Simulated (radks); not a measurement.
Values are calculated unless marked as measured or tabulated.
Ionisation of the potassium ion K3+, [Ne] 3s2 3p4, to [Ne] 3s2 3p3 as the strength of local exchange is varied. Code: a radial shooting solver on a logarithmic mesh with Libxc functionals. Model: non-relativistic Kohn-Sham, Slater X-alpha exchange (alpha = 2/3 is LDA exchange), no correlation, spin-polarised, spherical densities, point nucleus; open shells are filled with parallel spins first.

| alpha | E(K3+) (hartree) | exchange (hartree) | IE (eV) | -e of the level emptied (eV) | <r> of it (bohr) |
|---|---|---|---|---|---|
| 0.621 | -591.84208 | -27.05833 | 57.978 | 50.531 (3p) | 1.317 |
| 0.655 | -593.32498 | -28.59546 | 58.596 | 51.166 (3p) | 1.311 |
| 0.667 | -593.84905 | -29.13936 | 58.815 | 51.391 (3p) | 1.309 |
| 0.696 | -595.11703 | -30.45674 | 59.347 | 51.938 (3p) | 1.304 |
| 0.76 | -597.92276 | -33.37891 | 60.529 | 53.155 (3p) | 1.293 |
| 0.773 | -598.49393 | -33.97498 | 60.771 | 53.404 (3p) | 1.290 |
| 0.817 | -600.43024 | -35.99869 | 61.593 | 54.252 (3p) | 1.283 |
| 0.958 | -606.66782 | -42.54884 | 64.272 | 57.019 (3p) | 1.260 |

NIST Atomic Spectra Database: 60.92 eV (semi-empirical). The Delta-SCF value meets it near alpha = 0.78. Open shells are spherical and high-spin; term and fine-structure splittings are not resolved.
